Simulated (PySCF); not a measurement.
Sn(F)3(vinyl) (C2H3F3Sn), SMILES [F][Sn]([F])([CH]=C)[F].

Geometry: r2SCAN-D4/def2-SVP. The structure was generated by enumeration; whether it is a known compound was not checked. The def2 effective core potentials stand for the cores of Sn; spin–orbit coupling is left out. The values are those of a single conformer.

The numbers are results of PBE/def2-TZVP in PySCF, not measurements.

Symmetry labels are those of the subgroup Cs that the program uses (full group Cs).

Computed valence orbital energies around the gap with their symmetry:
| orbital | symmetry | energy (eV) |
|---|---|---|
| HOMO−7 | A' | -9.78 |
| HOMO−6 | A' | -9.35 |
| HOMO−5 | A" | -9.34 |
| HOMO−4 | A' | -9.19 |
| HOMO−3 | A" | -9.18 |
| HOMO−2 | A" | -9.08 |
| HOMO−1 | A' | -8.51 |
| HOMO | A" | -8.27 |
| LUMO | A' | -3.12 |
| LUMO+1 | A" | -2.76 |
| LUMO+2 | A' | -0.83 |
| LUMO+3 | A" | -0.03 |
